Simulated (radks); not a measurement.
The numbers below are computed, except where a source is named.
Q: Excited configurations of Pr IV: one electron is placed in a higher orbital outside [Xe] 4f1. The ground configuration is [Xe] 4f2. Code: a radial shooting solver on a logarithmic mesh with Libxc functionals. Model: Dirac Kohn-Sham, LDA (Slater exchange, Perdew-Wang correlation), spin-unpolarised, spherical densities, finite nucleus; open shells are shared between the two j in proportion to 2j + 1; Fermi nuclear charge, rms radius 4.8919 fm. Excitation = E - E(ground); binding = E(ion) - E, where the ion is the core of charge +4; n* = 4/sqrt(2 binding) in atomic units, and the quantum defect is n - n*. Eigenvalue and <r> are those of j = l + 1/2.

outer orbital  excitation (eV)  binding (eV)     n*  quantum defect  eigenvalue (eV)  <r> (bohr)
5f                      24.935        14.359  3.894           1.106          -11.954       4.132
6s                      12.442        26.852  2.847           3.153          -23.641       3.187
6p                      17.508        21.786  3.161           2.839          -18.877       3.719
6d                      24.111        15.183  3.786           2.214          -13.235       4.858
6f                      29.911         9.384  4.817           1.183           -8.136       7.356
7s                      24.671        14.624  3.858           3.142          -13.046       5.753
7d                      29.758         9.536  4.778           2.222           -8.429       8.084

Estimate the row for 7p.

A: excitation (eV) 26.740; binding (eV) 12.555; n* 4.164; quantum defect 2.836; eigenvalue (eV) -11.064; <r> (bohr) 6.508. The Delta-SCF ionisation energy is 39.294 eV (NIST Atomic Spectra Database: 38.98 eV, semi-empirical). Self-interaction in the functional shifts the binding energies and quantum defects, so they are the method's values and not measured ones. Spin polarisation and multiplet splitting are left out, so open shells lie too high by an amount that depends on their filling. Sharing an open shell by 2j + 1 raises it above the true ground level by a part of the spin-orbit splitting, which enters the differences from NIST.

Beside tabulated values, note that spin-unpolarised runs miss the spin-polarisation part of the exchange energy of open shells.
